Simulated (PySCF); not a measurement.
InF2, SMILES [F][In][F], multiplicity 2.

Geometry: PBE0-D3(BJ)/def2-TZVP. The multiplicity is an assumed one; other spin states were not compared. The isomer is the one that the SMILES or the coordinates give; other isomers of the formula were not compared. The def2 effective core potentials stand for the cores of In; spin–orbit coupling is left out.

Two levels are set side by side: PBE/def2-TZVPD (PySCF) and ωB97X/def2-TZVPD (PySCF). Same geometry, gas phase. Differences are taken from unrounded values.

```json
[
 {"quantity": "α-spin orbital gap (eV)", "PBE": "3.90"},
 {"quantity": "β-spin orbital gap (eV)", "PBE": "2.94"},
 {"quantity": "dipole moment (D)", "PBE": "3.01"},
 {"quantity": "mean polarisability (bohr³)", "PBE": "40.9"}
]
```

Problem. These are the PBE values. What does ωB97X give? (An estimate is asked for; the answer gives what the named calculation found.)

Solution. 
| quantity | ωB97X | PBE minus ωB97X |
|---|---|---|
| α-spin orbital gap (eV) | 9.63 | -5.73 |
| β-spin orbital gap (eV) | 9.89 | -6.94 |
| dipole moment (D) | 3.30 | -0.29 |
| mean polarisability (bohr³) | 38.6 | 2.3 |

PBE's more diffuse valence density responds more strongly to a field. Differences between two approximate levels are no errors against the true value.

Rough cost on one machine, each run with all the roots and properties that it gave: ωB97X against PBE within a factor of 2.
